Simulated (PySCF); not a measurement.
From one molecule to another.

First species: C8H13F.
SMILES with atom numbers: `[CH3:1][C@H:2]1[CH2:3][CH2:4][CH2:5]/[C:6](=[CH:7]/[F:8])[CH2:9]1` (hydrogens: H10, H11, H12 on C1; H13 on C2; H14, H15 on C3; H16, H17 on C4; H18, H19 on C5; H20 on C7; H21, H22 on C9)

Second species: EtP(CF3)2, C4H5F6P.
SMILES: `CCP(C(F)(F)F)C(F)(F)F`

Levels: PBE0/pcSseg-1 for HOMO energy, LUMO energy and HOMO–LUMO gap. Geometries: GFN2-xTB. Each species is one conformer at its optimised geometry, gas phase, non-relativistic unless stated; the electronic structure was computed with PySCF and density fitting.

Dipoles, sizes and rotational constants follow the conformer. The torsions of the flexible species, by atom-mapped SMILES:
- `[CH3:1][CH2:2][P:3]([C:4]([F:5])([F:6])[F:7])[C:8]([F:9])([F:10])[F:11]`: C1–C2–P3–C4 -75°, C2–P3–C4–F5 -151°, C2–P3–C8–F9 177°

The conformers of `C[C@H]1CCC/C(=C/F)C1` aren't listed.

| property | column X | column Y |
| --- | --- | --- |
| HOMO energy | -8.41 eV | -6.84 eV |
| LUMO energy | -0.40 eV | 0.67 eV |
| HOMO–LUMO gap | 8.01 eV | 7.51 eV |

**Question.** Which column belongs to which species?

**Answer.** Column X is the second species and column Y the first. The first has 22 atoms and 70 electrons, the second 16 and 98.

**Question.** How does each property change from the first species to the second?

**Answer.** HOMO energy -1.57 eV; LUMO energy -1.07 eV; HOMO–LUMO gap +0.50 eV.

